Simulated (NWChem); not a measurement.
System: AlHF$_{2}$; SMILES [F][AlH][F]

Excerpt of the output:

```
             Northwest Computational Chemistry Package (NWChem) 7.3.0
             --------------------------------------------------------

 C2V symmetry detected

                             Geometry "geometry" -> ""
                             -------------------------

 Output coordinates in angstroms (scale by  1.889725989 to convert to a.u.)

  No.       Tag          Charge          X              Y              Z
 ---- ---------------- ---------- -------------- -------------- --------------
    1 Al                  13.0000     0.00000000     0.00000000    -0.43423697
    2 H                    1.0000     0.00000000     0.00000000    -1.99685597
    3 F                    9.0000    -1.41433100     0.00000000     0.42455203
    4 F                    9.0000     1.41433100     0.00000000     0.42455203

 Effective nuclear repulsion energy (a.u.)      97.7886735116

      Symmetry information
      --------------------

 Group name             C2v
 Group number             16
 Group order               4
 No. of unique centers     3

  pbe96 is a nonlocal functional; adding pw91lda local functional.

                                 NWChem DFT Module
                                 -----------------

 Summary of "ao basis" -> "ao basis" (spherical)
 ------------------------------------------------------------------------------
       Tag                 Description            Shells   Functions and Types
 ---------------- ------------------------------  ------  ---------------------
 Al                        def2-tzvpp               14       42   5s5p3d1f
 H                         def2-tzvpp                6       14   3s2p1d
 F                         def2-tzvpp               11       31   5s3p2d1f

      Symmetry analysis of basis
      --------------------------

        a1         46
        a2         15
        b1         34
        b2         23

            General Information
            -------------------
          SCF calculation type: DFT
          Wavefunction type:  closed shell.
          No. of atoms     :     4
          No. of electrons :    32
           Alpha electrons :    16
            Beta electrons :    16
          Charge           :     0
          Spin multiplicity:     1
          Use of symmetry is: on ; symmetry adaption is: on
          Maximum number of iterations: 150
          AO basis - number of functions:   118
                     number of shells:    42
          Convergence on energy requested:  1.00D-06
          Convergence on density requested:  1.00D-05
          Convergence on gradient requested:  5.00D-04

              XC Information
              --------------
          PerdewBurkeErnzerhof Exchange Functional  1.000
            Perdew 1991 LDA Correlation Functional  1.000 local
           PerdewBurkeErnz. Correlation Functional  1.000 non-local

             Grid Information
             ----------------
          Grid used for XC integration:  medium
          Radial quadrature: Mura-Knowles
          Angular quadrature: Lebedev.
          Tag              B.-S. Rad. Rad. Pts. Rad. Cut. Ang. Pts.
          ---              ---------- --------- --------- ---------
          Al                  1.25       88           8.0       590
          H                   0.35       45           8.0       434
          F                   0.50       49           9.0       434
          Grid pruning is: on
          Number of quadrature shells:   182
          Spatial weights used:  Erf1

      Superposition of Atomic Density Guess
      -------------------------------------

 Sum of atomic energies:        -441.21078982

      Non-variational initial energy
      ------------------------------

 Total energy =    -441.285087
 1-e energy   =    -809.745288
 2-e energy   =     270.671527
 HOMO         =      -0.468693
 LUMO         =      -0.018116

      Symmetry analysis of molecular orbitals - initial
      -------------------------------------------------

  Numbering of irreducible representations:

     1 a1          2 a2          3 b1          4 b2

  Orbital symmetries:

     1 a1          2 a1          3 b1          4 a1          5 b1
     6 a1          7 b2          8 a1          9 b1         10 a1
    11 b1         12 a1         13 b2         14 a2         15 b1
    16 a1         17 a1         18 b2         19 b1         20 a1
    21 a1         22 b2         23 b1         24 a1         25 a2
    26 b2

     ---------------------------------------------
      Total Density - Mulliken Population Analysis
     ---------------------------------------------

    Atom       Charge   Shell Charges
 -----------   ------   -------------------------------------------------------
    1 Al  13    11.70   2.00  0.65  1.33  0.67  0.26  2.91  2.28  0.83  0.42  0.08  0.01  0.15  0.04  0.07
    2 H    1     1.08   0.20  0.53  0.35  0.00  0.01  0.00
    3 F    9     9.61   0.77  1.20  0.61  1.02  0.30  2.40  2.39  0.90  0.00  0.00  0.00
    4 F    9     9.61   0.77  1.20  0.61  1.02  0.30  2.40  2.39  0.90  0.00  0.00  0.00

   convergence    iter        energy       DeltaE   RMS-Dens  Diis-err
 ---------------- ----- ----------------- --------- --------- ---------
 d= 0,ls=0.0,diis     1   -442.5076558335 -5.40D+02  1.18D-02  1.45D+00
 d= 0,ls=0.0,diis     2   -442.0128148662  4.95D-01  8.07D-03  7.40D+00
 d= 0,ls=0.0,diis     3   -442.6308127983 -6.18D-01  5.98D-04  2.14D-02
 d= 0,ls=0.0,diis     4   -442.6319725415 -1.16D-03  2.81D-04  1.66D-03
 d= 0,ls=0.0,diis     5   -442.6322073300 -2.35D-04  3.98D-05  1.34D-05
  Resetting Diis
 d= 0,ls=0.0,diis     6   -442.6322095563 -2.23D-06  1.41D-05  2.29D-06
 d= 0,ls=0.0,diis     7   -442.6322099326 -3.76D-07  4.18D-06  2.40D-07

         Total DFT energy =     -442.632209932554
      One electron energy =     -812.068486696034
           Coulomb energy =      311.360806336650
    Exchange-Corr. energy =      -39.713203084776
 Nuclear repulsion energy =       97.788673511606

 Numeric. integr. density =       32.000005767431

                  Occupations of the irreducible representations
                  ----------------------------------------------

                     irrep           alpha         beta
                     --------     --------     --------
                     a1                8.0          8.0
                     a2                1.0          1.0
                     b1                5.0          5.0
                     b2                2.0          2.0

                       DFT Final Molecular Orbital Analysis
                       ------------------------------------

 Vector   14  Occ=2.000000D+00  E=-3.558703D-01  Symmetry=a2
              MO Center= -3.0D-13, -1.1D-14,  4.0D-01, r^2= 2.4D+00
   Bfn.  Coefficient  Atom+Function         Bfn.  Coefficient  Atom+Function
  ----- ------------  ---------------      ----- ------------  ---------------
    63      0.349516  3 F  py                94     -0.349516  4 F  py
    66      0.281128  3 F  py                97     -0.281128  4 F  py
    69      0.183912  3 F  py               100     -0.183912  4 F  py
    26     -0.059683  1 Al d -2              31     -0.049294  1 Al d -2
    37     -0.025685  1 Al f -2

 Vector   15  Occ=2.000000D+00  E=-3.466501D-01  Symmetry=b1
              MO Center=  6.9D-17,  1.2D-14,  3.7D-01, r^2= 2.5D+00
   Bfn.  Coefficient  Atom+Function         Bfn.  Coefficient  Atom+Function
  ----- ------------  ---------------      ----- ------------  ---------------
    64      0.265067  3 F  pz                95     -0.265067  4 F  pz
    62      0.235679  3 F  px                93      0.235679  4 F  px
    67      0.212710  3 F  pz                98     -0.212710  4 F  pz
    65      0.185675  3 F  px                96      0.185675  4 F  px
    70      0.143177  3 F  pz               101     -0.143177  4 F  pz

 Vector   16  Occ=2.000000D+00  E=-3.193530D-01  Symmetry=a1
              MO Center= -9.7D-15, -1.9D-15, -1.2D+00, r^2= 2.4D+00
   Bfn.  Coefficient  Atom+Function         Bfn.  Coefficient  Atom+Function
  ----- ------------  ---------------      ----- ------------  ---------------
    44      0.269353  2 H  s                 45      0.205903  2 H  s
    17     -0.204481  1 Al pz                 4      0.201922  1 Al s
    64      0.187875  3 F  pz                95      0.187875  4 F  pz
    43      0.168424  2 H  s                 67      0.151575  3 F  pz
    98      0.151575  4 F  pz                 3     -0.113687  1 Al s

 Vector   17  Occ=0.000000D+00  E=-6.278835D-02  Symmetry=b2
              MO Center= -2.1D-15, -8.7D-14, -7.0D-01, r^2= 3.8D+00
   Bfn.  Coefficient  Atom+Function         Bfn.  Coefficient  Atom+Function
  ----- ------------  ---------------      ----- ------------  ---------------
    19      0.647574  1 Al py                16      0.463014  1 Al py
    32     -0.131484  1 Al d -1              63     -0.131962  3 F  py
    94     -0.131962  4 F  py                69     -0.109374  3 F  py
   100     -0.109374  4 F  py                 7     -0.107023  1 Al py
    66     -0.103519  3 F  py                97     -0.103519  4 F  py

 Vector   18  Occ=0.000000D+00  E=-5.400421D-02  Symmetry=a1
              MO Center=  8.4D-15,  8.8D-14, -3.3D-01, r^2= 3.8D+00
   Bfn.  Coefficient  Atom+Function         Bfn.  Coefficient  Atom+Function
  ----- ------------  ---------------      ----- ------------  ---------------
     5      1.081737  1 Al s                 45     -0.496720  2 H  s
     4      0.348543  1 Al s                  3     -0.211945  1 Al s
    61     -0.208764  3 F  s                 92     -0.208764  4 F  s
    44     -0.191290  2 H  s                 20      0.127721  1 Al pz
    35     -0.115443  1 Al d  2              62     -0.109885  3 F  px

[...]
```

Level: PBE/def2-TZVPP. Geometry: optimised at PBE0/def2-SVP.

### Question
Which NWChem input produces such a log?

### Answer
One answer among several that fit: the input that was run:
```
start job
memory heap 200 mb stack 900 mb global 1100 mb
geometry units angstroms noautoz
  Al     0.000000     0.000000    -0.414903
  H      0.000000     0.000000    -1.977522
  F     -1.414331     0.000000     0.443886
  F      1.414331     0.000000     0.443886
end
basis spherical
  * library def2-tzvpp
end
dft
  xc xpbe96 cpbe96
  iterations 150
  mulliken
end
task dft energy
```
